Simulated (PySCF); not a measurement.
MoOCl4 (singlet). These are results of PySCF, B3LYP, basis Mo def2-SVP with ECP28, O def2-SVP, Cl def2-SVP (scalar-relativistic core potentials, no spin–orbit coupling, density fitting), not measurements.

Harmonic bands of its minimum:

| ω (cm⁻¹) | IR (km/mol, summed over degenerate members) | degeneracy |
| --- | --- | --- |
| 41 | 0.0 | 1 |
| 155 | 23.5 | 2 |
| 175 | 1.1 | 1 |
| 219 | 0.0 | 1 |
| 259 | 2.1 | 2 |
| 301 | 0.0 | 1 |
| 381 | 4.5 | 1 |
| 399 | 284 | 2 |
| 1079 | 96.5 | 1 |

Task: The central atom is Mo. Infer the point group and assign the bands.

Result: C4v. The modes span 2b1 + 3e + 3a1 + b2: 41 b1, 155 e, 175 a1, 219 b2, 259 e, 301 b1, 381 a1, 399 e, 1079 a1. The computed geometry has Mo–Cl 2.312 Å (×4), Mo–O 1.648 Å; Cl–Mo–Cl 86.7° (×4), Cl–Mo–Cl 152.4° (×2), Cl–Mo–O 103.8° (×4).

Other isomers or separated fragments may lie lower.
